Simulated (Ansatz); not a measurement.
Mulliken charges of CH5NO2Sn, SMILES `O=C[NH][SnH2][OH]` from ωB97M-V/def2-TZVPP in Ansatz (PBE0-D4/def2-TZVP geometry).

| atom | x (Å) | y (Å) | z (Å) | charge (e) |
| --- | --- | --- | --- | --- |
| O1 | -1.415 | 0.920 | 0.461 | -0.425 |
| C2 | -0.456 | 0.901 | 1.220 | 0.241 |
| N3 | 0.587 | 0.092 | 1.007 | -0.404 |
| Sn4 | 0.292 | -0.996 | -0.730 | 0.880 |
| O5 | 0.046 | 0.278 | -2.187 | -0.541 |
| H6 | -0.411 | 1.547 | 2.114 | 0.093 |
| H7 | 1.376 | 0.138 | 1.632 | 0.123 |
| H8 | 1.788 | -1.746 | -1.042 | -0.082 |
| H9 | -1.028 | -2.039 | -0.501 | -0.074 |
| H10 | -0.695 | 0.853 | -1.971 | 0.189 |

Task: By hand: the dipole of these point charges (1 e Å = 4.8032 D).

Result: Σ q r = (0.416, -0.622, 0.379) e Å, of length 0.839 e Å = 4.03 D.

Task: How does the dipole of the full density compare? (Best estimate.)

Result: Ansatz gave: (0.418, -0.241, 0.563) e Å, 3.56 D; the point charges give 1.13 times that, at 30° from its direction.

Point charges leave out the atoms' own dipoles, such as those of lone pairs, and Mulliken's split depends on the basis, so the two needn't agree.
